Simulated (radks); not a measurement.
Trend from Rb4+ to Xe4+: ionisation energy by Delta-SCF between NIST ground configurations, and size. Method: Dirac Kohn-Sham, PBEsol, spin-unpolarised, spherical densities, finite nucleus; open shells fill j = l - 1/2 first; Fermi nuclear charge, rms radius of each element as measured or else 0.836 A^(1/3) + 0.57 fm; computed with a radial shooting solver on a logarithmic mesh with Libxc functionals.

| species | configuration | IE (eV) | NIST (eV) | kind | -e(HOMO) (eV) |
|---|---|---|---|---|---|
| Rb4+ | [Ar] 3d10 4s2 4p3 | 67.217 | 68.4 | theory | 60.065 (4p3/2) |
| Sr4+ | [Ar] 3d10 4s2 4p4 | 71.580 | 71 | semi-emp. | 64.092 (4p3/2) |
| Zr4+ | [Kr] | 80.277 | 80.35 | semi-emp. | 72.146 (4p3/2) |
| Nb4+ | [Kr] 4d1 | 50.405 | 50.573 | exp. | 43.510 (4d3/2) |
| Mo4+ | [Kr] 4d2 | 53.601 | 54.42 | semi-emp. | 46.413 (4d3/2) |
| Tc4+ | [Kr] 4d3 | 56.716 | 57 | theory | 49.242 (4d3/2) |
| Ru4+ | [Kr] 4d4 | 59.769 | 59 | theory | 52.011 (4d3/2) |
| Rh4+ | [Kr] 4d5 | 62.231 | 63 | theory | 54.242 (4d5/2) |
| Pd4+ | [Kr] 4d6 | 65.154 | 61 | theory | 56.892 (4d5/2) |
| Ag4+ | [Kr] 4d7 | 68.041 | 65 | theory | 59.509 (4d5/2) |
| Cd4+ | [Kr] 4d8 | 70.896 | 68 | theory | 62.097 (4d5/2) |
| In4+ | [Kr] 4d9 | 73.725 | 69 | semi-emp. | 64.662 (4d5/2) |
| Sn4+ | [Kr] 4d10 | 76.531 | 77.03 | exp. | 67.206 (4d5/2) |
| Sb4+ | [Kr] 4d10 5s1 | 55.311 | 55.0 | semi-emp. | 49.756 (5s1/2) |
| Te4+ | [Kr] 4d10 5s2 | 59.124 | 59 | exp. | 53.298 (5s1/2) |
| I4+ | [Kr] 4d10 5s2 5p1 | 51.217 | 51.52 | exp. | 45.735 (5p1/2) |
| Xe4+ | [Kr] 4d10 5s2 5p2 | 54.697 | 54.1 | semi-emp. | 48.938 (5p1/2) |

Reference values: NIST Atomic Spectra Database (exp. = measured, semi-emp. = semi-empirical, theory = theoretical value adopted there). Spin polarisation and multiplet splitting are left out, so open shells lie too high by an amount that depends on their filling.

Beside tabulated values, note that spin-unpolarised runs miss the spin-polarisation part of the exchange energy of open shells.
